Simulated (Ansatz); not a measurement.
Gas-phase electronic energies from Ansatz, PBE0-D4/def2-TZVP geometries. CCSD(T)/CBS is the MP2 limit (def2-TZVPP, def2-QZVPP) plus CCSD(T) − MP2 in def2-TZVPP, frozen cores. This one scheme is used for every species. DFT in def2-TZVPP. Elements past krypton have def2 core potentials. For Ge, Te outer-core shells are correlated without core-valence functions, which leaves a few kJ/mol of doubt a bond. Scalar relativity is left out up to krypton.

Reaction (formal exchange of groups at a Te–Ge bond): `[GeH3][Te][GeH3]` + CH₄ → `C[Te][GeH3]` + GeH₄

CCSD(T)/CBS gives +111.8 kJ/mol.

Problem. Another level gave +115.7 kJ/mol. Which?
A. BHLYP-D4/def2-TZVPP
B. r2SCAN-D4/def2-TZVPP
C. RPA@PBE/def2-TZVPP
D. LDA (SPW92)/def2-TZVPP

Solution. B. r2SCAN-D4 115.7, LDA (SPW92) 109.8, BHLYP-D4 120.1, RPA@PBE/def2-TZVPP 102.6 kJ/mol.

Problem. What do rigid-rotor, harmonic-oscillator terms from PBE0-D4/def2-TZVP frequencies (298.15 K, 1 bar) make of the CCSD(T)/CBS value? (An estimate is asked.)

Solution. Computed: ΔZPE = -5.6 kJ/mol, ΔH = +104.3 kJ/mol, ΔS = 0 J/(mol·K), ΔG = +104.1 kJ/mol.

Largest T1 diagnostic among the species: 0.012.

At CCSD(T), def2-SVP lies +5.2 kJ/mol from the extrapolated value and def2-TZVPP −2.1 kJ/mol. Leaving LDA and LC-ωPBE aside and taking each functional with its dispersion term where it has one, the values, not all of them listed here, spread over 13.7 kJ/mol, from B97M-V to BHLYP-D4.
